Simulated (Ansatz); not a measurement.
Isolated molecules relaxed with PBE0-D4/def2-TZVP in Ansatz; ΔE leaves out vibrations. CCSD(T)/CBS adds triple-zeta CCSD(T) − MP2 to the extrapolated MP2 energy (def2 sets, frozen cores). DFT in def2-TZVPP. B3LYP here is the variant with VWN-RPA as its local correlation; programs differ in this. def2 core potentials past Kr. For Sb outer-core shells are correlated without core-valence functions, which leaves a few kJ/mol of doubt a bond. Each species was taken in one conformer, which may not be the lowest.

Consider the isomerisation: `C[CH2][SbH][SiH3]` → `CC[SiH2][SbH2]`.

Question: Is it downhill or uphill in electronic energy at CCSD(T)/CBS, and by how much? (An estimate is asked.)

Answer: The calculation gave: Downhill: ΔE = -18.4 kJ/mol.

Question: What do these levels give: r2SCAN-D4, PBE0-D4, B3LYP-D4, B2PLYP, r2SCAN, PBE0, B3LYP, HF/def2-TZVPP, MP2/def2-QZVPP, SCS-MP2/def2-QZVPP, MP2/CBS(def2), CCSD/CBS(def2)? (Best estimate.)

Answer: The calculation gave: r2SCAN-D4 -24.1, PBE0-D4 -24.9, B3LYP-D4 -21.8, B2PLYP -19.9, r2SCAN -23.7, PBE0 -24.1, B3LYP -20.7, HF/def2-TZVPP -23.9, MP2/def2-QZVPP -16.4, SCS-MP2/def2-QZVPP -16.0, MP2/CBS(def2) -15.8, CCSD/CBS(def2) -19.7 kJ/mol.

Largest T1 diagnostic among the species: 0.012.

In def2-TZVPP, CCSD(T) changes the Hartree–Fock value by +3.9 kJ/mol (the triples alone add +1.3 kJ/mol) and MP2 by +6.4 kJ/mol.
